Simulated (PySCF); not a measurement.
All values below come from TPSSh-D3(BJ)/def2-TZVP // CAM-B3LYP-D3(BJ)/def2-TZVP in PySCF. All species are isolated molecules in the gas phase. Excitations are Tamm–Dancoff values on a coarser integration grid. The basis has no diffuse functions, so Rydberg states are missing or too high.

Reference species (SMILES): `[F][In]([F])[F]` (neutral, multiplicity 1).

| Property | Result |
|---|---|
| dipole moment | 0.00 D |
| S1–T1 gap (TDA) | 0.62 eV |
| LUMO | -3.78 eV |
| HOMO | -10.04 eV |

Changed species: `[F][InH2]` (2 of 3 F replaced by H; the reference has 0 of 3 F replaced by H).

### Question
What does the change do to the dipole moment, S1–T1 gap (TDA), LUMO and HOMO?

### Answer
the dipole moment rises by 2.94 D, to 2.94 D; the S1–T1 gap (TDA) falls by 0.35 eV, to 0.27 eV; the LUMO increases by 1.70 eV, to -2.08 eV; the HOMO goes up by 2.00 eV, to -8.04 eV.
